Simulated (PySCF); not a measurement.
C2H6F2Si, SMILES C[C@@H](F)[SiH2]F.

The structure is a stationary point at ωB97X-D3(BJ)/def2-SVP. The structure was generated by enumeration; whether it is a known compound was not checked. Other conformers were not sampled.

The numbers are results of B3LYP/def2-TZVP in PySCF, not measurements.

Isolated molecule, no solvent.

The total energy comes out as -569.21273 hartree and the highest occupied level comes out as -8.31 eV. The lowest empty level is -0.23 eV. The orbital gap comes out as 8.08 eV, the dipole moment is 2.65 D and the quadrupole, principal values (traceless, Buckingham form, about the centre of nuclear charge) is -3.47, -0.99, 4.46 D·Å. The mean static polarisability is 50.0 bohr³ (7.41 Å³) and the polarisability, principal values is 46.7, 48.3, 54.9 bohr³.
